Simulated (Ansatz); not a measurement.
Basis sets compared for the cluster Ge6Bi⁺. Total charge 1; singlet. Geometry PBE-D4/def2-SVP. Ansatz on 4 threads of Arm Neoverse V1 on a shared host; times are rough, and most runs start from earlier orbitals.

Cartesian coordinates in Å:
```
Bi 1.360 -1.116 -1.159
Ge -1.326 1.322 0.726
Ge 1.853 0.828 1.497
Ge 0.080 -0.895 1.394
Ge -1.681 -1.883 -0.036
Ge -1.244 0.028 -1.687
Ge 0.956 1.717 -0.735
```

In the def2 sets Bi takes a core potential; there is no spin–orbit coupling. The restricted singlet is unstable towards broken spin symmetry in Hartree–Fock (as tested in another run); at PBE-D4/def2-TZVP, PBE0-D4/def2-SVP, PBE0-D4/def2-TZVP this wasn't settled. Another isomer (singlet) lies 1.33 eV lower at PBE0-D4/def2-TZVP; other spin states weren't run for this one.

```csv
level,functions,energy (Eh),HOMO (eV),LUMO (eV),wall time
PBE-D4/def2-SVP,218,-12673.2172,-9.15,-8.01,6 s
PBE0-D4/def2-SVP,218,-12673.4658,-9.87,-7.54,15 s
```

Q: Estimate the rows for PBE-D4/def2-TZVP (with forces), PBE0-D4/def2-TZVP.

A: 
| level | functions | energy (Eh) | HOMO (eV) | LUMO (eV) | wall time |
| --- | --- | --- | --- | --- | --- |
| PBE-D4/def2-TZVP (with forces) | 338 | -12674.7969 | -9.06 | -7.92 | 14 s |
| PBE0-D4/def2-TZVP | 338 | -12675.0440 | -9.77 | -7.42 | 52 s |
